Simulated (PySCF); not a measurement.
**Ne²⁺: ionisation energy**

Ne²⁺ [He] 2s2 2p4 (3P) → Ne³⁺ [He] 2s2 2p3 (4S), as a difference of total energies. Calculation: PySCF 2.14, in dyall-av3z (15s9p3d2f, 71 functions); the non-relativistic Hamiltonian (point nucleus). Correlated levels: valence: 1s2 frozen; virtual orbitals above 40 to 60 times the deepest correlated orbital energy dropped. The calculations carry no spin-orbit coupling.

```json
{"method": "UHF", "ionisation energy (eV)": "61.822"}
{"method": "LDA", "ionisation energy (eV)": "63.644"}
{"method": "PBE", "ionisation energy (eV)": "63.886"}
{"method": "r2SCAN", "ionisation energy (eV)": "63.619"}
{"method": "wB97X", "ionisation energy (eV)": "63.568"}
{"method": "B97-3", "ionisation energy (eV)": "63.793"}
{"method": "PBEsol", "ionisation energy (eV)": "63.507"}
{"method": "CAM-B3LYP", "ionisation energy (eV)": "63.962"}
{"method": "MP2 (valence)", "ionisation energy (eV)": "63.051"}
```

Q: Estimate what PBE0 gives.

A: 63.734 eV, closest to B97-3 among the rows shown.

Q: Estimate what SCS-MP2 (valence) gives.

A: 63.162 eV, closest to MP2 (valence) among the rows shown.

A first-order spin-orbit estimate (lowest level to lowest level, LS coupling) adds 0.038 eV.

Errors of the correlated levels include the incompleteness of this basis and the frozen core.

For comparison: 63.423 eV (measured; NIST Atomic Spectra Database, ionization energies).
